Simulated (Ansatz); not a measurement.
`[SiH3]C1B[SiH2][SiH2]1` + `[CH3][Al]([OH])[SiH3]` → `[CH3][Al]([SiH3])[O][SiH3]` + `B1C[SiH2][SiH2]1`  (ligand exchange at the Si–C bond)

Calculated with Ansatz (gas phase, PBE0-D4/def2-TZVP geometries, no zero-point term in ΔE). CCSD(T)/CBS adds triple-zeta CCSD(T) − MP2 to the extrapolated MP2 energy (def2 sets, frozen cores). DFT in def2-TZVPP. B3LYP here is the variant with VWN-RPA as its local correlation; programs differ in this. One conformer a species, not always the lowest.

`[SiH3]C1B[SiH2][SiH2]1`:

```xyz
14

Si   -1.448   -1.082    0.821
C     0.266   -1.036    0.089
B     1.312   -0.010    0.582
Si    0.846    1.863    0.236
Si    0.236    0.204   -1.388
H    -1.970    0.304    0.955
H    -1.430   -1.713    2.169
H    -2.377   -1.854   -0.048
H     0.645   -2.036   -0.123
H     2.483   -0.260    0.480
H    -0.434    2.516    0.604
H     1.923    2.849   -0.017
H    -1.162    0.424   -1.839
H     1.113   -0.169   -2.521
```

`[CH3][Al]([OH])[SiH3]`:

```xyz
11

C    -0.457   -1.947    0.338
Al   -0.446   -0.132   -0.356
O    -1.593    0.244   -1.555
Si    1.109    1.625    0.387
H    -1.240   -2.551   -0.127
H    -0.618   -1.956    1.421
H     0.504   -2.443    0.163
H    -1.661    1.110   -1.954
H     1.006    1.866    1.856
H     2.529    1.250    0.116
H     0.866    2.933   -0.289
```

`[CH3][Al]([SiH3])[O][SiH3]`:

Z-matrix (Å, degrees):
```
C
Al 1 1.943
H 1 1.095 2 110.6
H 1 1.092 2 112.2 3 -120.5
H 1 1.095 2 111.2 3 118.0
Si 2 2.455 1 125.6 3 -66.6
O 2 1.692 1 118.8 3 113.4
H 6 1.493 2 110.8 1 -111.2
H 6 1.492 2 111.4 1 129.8
H 6 1.491 2 112.7 1 8.9
Si 7 1.624 2 160.4 1 179.3
H 11 1.487 7 110.0 2 -122.9
H 11 1.487 7 110.0 2 117.3
H 11 1.489 7 111.0 2 -2.8
```

`B1C[SiH2][SiH2]1`:

Z-matrix (Å, degrees):
```
Si
C 1 1.942
B 1 2.220 2 42.7
Si 1 2.406 2 85.1 3 29.9
H 1 1.482 2 108.1 3 136.7
H 1 1.480 2 116.6 3 -95.8
H 2 1.091 1 103.1 3 -118.6
H 2 1.087 1 118.1 3 117.2
H 3 1.203 1 107.8 2 -112.6
H 4 1.486 1 103.9 2 95.9
H 4 1.481 1 122.4 2 -135.9
```

```csv
level,ΔE (kJ/mol),difference from CCSD(T)/CBS
PBE-D4,-78.9,11.4
PBE0-D4,-84.0,6.3
B3LYP-D4,-95.6,-5.3
ωB97X-V,-92.1,-1.8
ωB97M-V,-90.4,-0.1
B2PLYP,-100.4,-10.1
PBE,-84.2,6.1
PBE0,-88.6,1.7
B3LYP,-104.6,-14.3
HF/def2-TZVPP,-121.1,-30.8
SCS-MP2/def2-TZVPP,-97.0,-6.7
CCSD/def2-TZVPP,-96.2,-5.9
HF/def2-QZVPP,-122.9,-32.6
MP2/def2-QZVPP,-90.1,0.2
SCS-MP2/def2-QZVPP,-96.8,-6.5
MP2/CBS(def2),-88.9,1.4
CCSD(T)/CBS,-90.3,0
```

Largest T1 diagnostic among the species: 0.015.

The D4 term adds +8.9 kJ/mol with B3LYP and +4.6 kJ/mol with PBE0; it sums over pairs of atoms, weighted by their polarisabilities, and B3LYP, whose exchange is more repulsive, gets the larger term. From PBE to PBE0 (25 % exact exchange), in def2-TZVPP and without D4, ΔE moves by −4.4 kJ/mol. In def2-TZVPP, CCSD(T) changes the Hartree–Fock value by +29.4 kJ/mol (the triples alone add +4.6 kJ/mol) and MP2 by +30.8 kJ/mol.
